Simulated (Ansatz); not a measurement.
`C[SiH](O)BO` + `OCF` → `OBOCF` + `C[SiH2]O`  (cleavage of the B–Si bond)

Gas-phase electronic energies from Ansatz, PBE0-D4/def2-TZVP geometries. CCSD(T)/CBS adds triple-zeta CCSD(T) − MP2 to the extrapolated MP2 energy (def2 sets, frozen cores). This one scheme is used for every species. DFT in def2-TZVPP. B3LYP here is the variant with VWN-RPA as its local correlation; programs differ in this. HSE06 is defined as in plane-wave codes. Each species was taken in one conformer, which may not be the lowest.

```json
{"level": "LDA (SPW92)", "ΔE (kJ/mol)": "-161.9", "difference from CCSD(T)/CBS": "0.6"}
{"level": "PBE-D4", "ΔE (kJ/mol)": "-148.8", "difference from CCSD(T)/CBS": "13.7"}
{"level": "revPBE-D4", "ΔE (kJ/mol)": "-146.4", "difference from CCSD(T)/CBS": "16.1"}
{"level": "BLYP-D4", "ΔE (kJ/mol)": "-158.5", "difference from CCSD(T)/CBS": "4.0"}
{"level": "r2SCAN-D4", "ΔE (kJ/mol)": "-164.2", "difference from CCSD(T)/CBS": "-1.7"}
{"level": "B97M-V", "ΔE (kJ/mol)": "-166.6", "difference from CCSD(T)/CBS": "-4.1"}
{"level": "PBE0-D4", "ΔE (kJ/mol)": "-155.2", "difference from CCSD(T)/CBS": "7.3"}
{"level": "B3LYP-D4", "ΔE (kJ/mol)": "-163.7", "difference from CCSD(T)/CBS": "-1.2"}
{"level": "r2SCANh-D4", "ΔE (kJ/mol)": "-165.4", "difference from CCSD(T)/CBS": "-2.9"}
{"level": "r2SCAN0-D4", "ΔE (kJ/mol)": "-167.1", "difference from CCSD(T)/CBS": "-4.6"}
{"level": "HSE06-D4", "ΔE (kJ/mol)": "-155.2", "difference from CCSD(T)/CBS": "7.3"}
{"level": "BHLYP-D4", "ΔE (kJ/mol)": "-171.9", "difference from CCSD(T)/CBS": "-9.4"}
{"level": "CAM-B3LYP-D4", "ΔE (kJ/mol)": "-169.9", "difference from CCSD(T)/CBS": "-7.4"}
{"level": "ωB97X-V", "ΔE (kJ/mol)": "-161.4", "difference from CCSD(T)/CBS": "1.1"}
{"level": "ωB97M-V", "ΔE (kJ/mol)": "-166.6", "difference from CCSD(T)/CBS": "-4.1"}
{"level": "PBE-QIDH", "ΔE (kJ/mol)": "-164.9", "difference from CCSD(T)/CBS": "-2.4"}
{"level": "PBE", "ΔE (kJ/mol)": "-150.5", "difference from CCSD(T)/CBS": "12.0"}
{"level": "revPBE", "ΔE (kJ/mol)": "-146.6", "difference from CCSD(T)/CBS": "15.9"}
{"level": "BLYP", "ΔE (kJ/mol)": "-161.3", "difference from CCSD(T)/CBS": "1.2"}
{"level": "r2SCAN", "ΔE (kJ/mol)": "-164.7", "difference from CCSD(T)/CBS": "-2.2"}
{"level": "PBE0", "ΔE (kJ/mol)": "-156.8", "difference from CCSD(T)/CBS": "5.7"}
{"level": "B3LYP", "ΔE (kJ/mol)": "-166.4", "difference from CCSD(T)/CBS": "-3.9"}
{"level": "r2SCANh", "ΔE (kJ/mol)": "-166.0", "difference from CCSD(T)/CBS": "-3.5"}
{"level": "r2SCAN0", "ΔE (kJ/mol)": "-167.8", "difference from CCSD(T)/CBS": "-5.3"}
{"level": "HSE06", "ΔE (kJ/mol)": "-156.9", "difference from CCSD(T)/CBS": "5.6"}
{"level": "CAM-B3LYP", "ΔE (kJ/mol)": "-171.8", "difference from CCSD(T)/CBS": "-9.3"}
{"level": "LC-ωPBE", "ΔE (kJ/mol)": "-159.0", "difference from CCSD(T)/CBS": "3.5"}
{"level": "RPA@PBE/def2-TZVPP", "ΔE (kJ/mol)": "-160.1", "difference from CCSD(T)/CBS": "2.4"}
{"level": "MP2/def2-SVP", "ΔE (kJ/mol)": "-184.3", "difference from CCSD(T)/CBS": "-21.8"}
{"level": "CCSD/def2-SVP", "ΔE (kJ/mol)": "-178.8", "difference from CCSD(T)/CBS": "-16.3"}
{"level": "CCSD(T)/def2-SVP", "ΔE (kJ/mol)": "-178.1", "difference from CCSD(T)/CBS": "-15.6"}
{"level": "HF/def2-TZVPP", "ΔE (kJ/mol)": "-183.2", "difference from CCSD(T)/CBS": "-20.7"}
{"level": "MP2/def2-TZVPP", "ΔE (kJ/mol)": "-169.8", "difference from CCSD(T)/CBS": "-7.3"}
{"level": "SCS-MP2/def2-TZVPP", "ΔE (kJ/mol)": "-169.9", "difference from CCSD(T)/CBS": "-7.4"}
{"level": "CCSD/def2-TZVPP", "ΔE (kJ/mol)": "-166.1", "difference from CCSD(T)/CBS": "-3.6"}
{"level": "CCSD(T)/def2-TZVPP", "ΔE (kJ/mol)": "-164.3", "difference from CCSD(T)/CBS": "-1.8"}
{"level": "HF/def2-QZVPP", "ΔE (kJ/mol)": "-184.1", "difference from CCSD(T)/CBS": "-21.6"}
{"level": "MP2/def2-QZVPP", "ΔE (kJ/mol)": "-169.1", "difference from CCSD(T)/CBS": "-6.6"}
{"level": "MP2/CBS(def2)", "ΔE (kJ/mol)": "-168.0", "difference from CCSD(T)/CBS": "-5.5"}
{"level": "CCSD/CBS(def2)", "ΔE (kJ/mol)": "-164.3", "difference from CCSD(T)/CBS": "-1.8"}
{"level": "CCSD(T)/CBS", "ΔE (kJ/mol)": "-162.5", "difference from CCSD(T)/CBS": "0"}
```

(1) What do rigid-rotor, harmonic-oscillator terms from PBE0-D4/def2-TZVP frequencies (298.15 K, 1 bar) make of the CCSD(T)/CBS value? (Estimate.)

Largest T1 diagnostic among the species: 0.013.

Results:

(1) Computed: ΔZPE = -2.6 kJ/mol, ΔH = -167.0 kJ/mol, ΔS = -13 J/(mol·K), ΔG = -163.2 kJ/mol. Modes under 50 cm⁻¹ make the entropy rough.

From r2SCAN to r2SCAN0 (25 % exact exchange), in def2-TZVPP and without D4, ΔE moves by −3.0 kJ/mol. At CCSD(T), def2-SVP lies −15.6 kJ/mol from the extrapolated value and def2-TZVPP −1.8 kJ/mol. Leaving LDA and LC-ωPBE aside and taking each functional with its dispersion term where it has one, the values spread over 25.4 kJ/mol, from BHLYP-D4 to revPBE-D4. LDA lies −11.4 kJ/mol from PBE without D4.
